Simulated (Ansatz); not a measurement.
Relaxation of ClF2H5NPTi (11 atoms, charge 0, multiplicity 1), to a largest force component of 0.03 eV/Å in at most 50 steps.

All numbers below come from RKS PBE-D4/def2-SVP in Ansatz 0.2.0.

```xyz
11
Properties=species:S:1:pos:R:3:forces:R:3
Ti 0.223 -0.060 0.095 0.35 -0.11 1.09
Cl 0.610 -0.005 2.394 -0.08 0.01 -1.08
N 1.870 -0.003 -0.741 -0.04 0.01 0.02
H 2.410 -0.826 -1.026 0.05 -0.06 0.00
H 2.398 0.861 -0.916 -0.01 0.00 -0.03
F -0.602 1.375 -0.463 -0.08 0.08 0.01
F -0.486 -1.598 -0.350 0.03 0.03 -0.05
P -3.200 0.216 1.245 -0.39 0.02 -0.09
H -2.876 -0.762 0.240 0.02 0.01 -0.02
H -3.483 -0.812 2.213 -0.02 -0.03 0.01
H -1.847 0.302 1.696 0.18 0.04 0.13
```

Problem. Where does it end, and by what steps?

Solution. The forces met the threshold. After 10 steps the energy has fallen by 0.126 eV; H11 moved furthest, 0.51 Å.

```tsv
step	energy less start (eV)	largest force component (eV/Å)	accepted
0	0.0000	1.087	yes
1	-0.1016	0.225	yes
2	-0.1108	0.098	yes
3	-0.1179	0.043	yes
4	-0.1211	0.184	yes
5	-0.1232	0.092	yes
6	-0.1245	0.090	yes
7	-0.1251	0.059	yes
8	-0.1253	0.034	yes
9	-0.1255	0.030	yes
10	-0.1256	0.011	yes
```

```xyz
11
Properties=species:S:1:pos:R:3
Ti 0.387 -0.118 0.094
Cl 0.814 -0.064 2.272
N 1.979 0.021 -0.846
H 2.568 -0.777 -1.108
H 2.420 0.907 -1.120
F -0.583 1.274 -0.335
F -0.318 -1.668 -0.320
P -3.361 0.247 1.203
H -2.732 -0.782 0.414
H -3.954 -0.731 2.083
H -2.203 0.378 2.051
```

Whether the end is a true minimum wasn't checked by a vibrational analysis.

The run took 25 s on 4 threads of Arm Neoverse V2, on a shared host, peak memory 0.22 GiB.
